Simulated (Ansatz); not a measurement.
Program: Ansatz. Geometries: PBE0-D4/def2-TZVP. ΔE: electronic, gas phase. CBS: MP2 limit from def2 TZ/QZ plus the TZ coupled-cluster correction, frozen cores. DFT in def2-TZVPP. B3LYP here is the variant with VWN-RPA as its local correlation; programs differ in this. Each species was taken in one conformer, which may not be the lowest.

Reaction (ligand exchange at the Si–C bond): `B[SiH2]C[SiH3]` + `O[Si]1(Cl)CO1` → `[SiH3]O[Si]1(Cl)CO1` + `B[SiH2]C`

CCSD(T)/CBS gives -99.3 kJ/mol.

Question: Another level gave -85.3 kJ/mol. Which?
A. B3LYP/def2-TZVPP
B. PBE0-D4/def2-TZVPP
C. MP2/def2-TZVPP
D. PBE-D4/def2-TZVPP

Answer: D. PBE-D4 -85.3, PBE0-D4 -90.4, MP2/def2-TZVPP -98.7, B3LYP -105.1 kJ/mol.

Largest T1 diagnostic among the species: 0.012.

From PBE to PBE0 (25 % exact exchange), in def2-TZVPP and without D4, ΔE moves by −4.8 kJ/mol. In def2-TZVPP, CCSD(T) changes the Hartree–Fock value by +24.3 kJ/mol (the triples alone add +3.5 kJ/mol) and MP2 by +23.9 kJ/mol.
